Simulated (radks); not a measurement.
The numbers below are computed, except where a source is named.
Q: The mean radii <r> (bohr) of the occupied orbitals of an atom or ion are listed with their occupations. Code: a radial shooting solver on a logarithmic mesh with Libxc functionals. Model: scalar-relativistic Kohn-Sham, LDA (Slater exchange, Perdew-Wang correlation), spin-polarised, spherical densities, finite nucleus; Fermi nuclear charge, rms radius of each element as measured or else 0.836 A^(1/3) + 0.57 fm.

orbital  occ.      <r>
1s up       1  0.04034
1s down     1  0.04034
2s up       1   0.1781
2s down     1   0.1781
2p up       3   0.1552
2p down     3   0.1552
3s up       1   0.5116
3s down     1   0.5116
3p up       3   0.5195
3p down     3   0.5195
3d up       5   0.5257
3d down     5   0.5257
4s up       1    1.452
4s down     1    1.452
4p up       3    1.721
4p down     3    1.718
5p up       1    6.960

Name the element and its charge. Open shells, if any, are filled with parallel spins first.

A: Z = 37, rubidium, charge 0: Rb in [Kr] 5p1. The 1s radius gives Z: for a bare nucleus <r> = (2 gamma + 1)/(2Z) with gamma = sqrt(1 - (Z/c)^2), 0.03954 bohr for Z = 37, and screening makes it slightly larger (0.04034 here). The occupations add up to 37, and the charge is Z minus that.
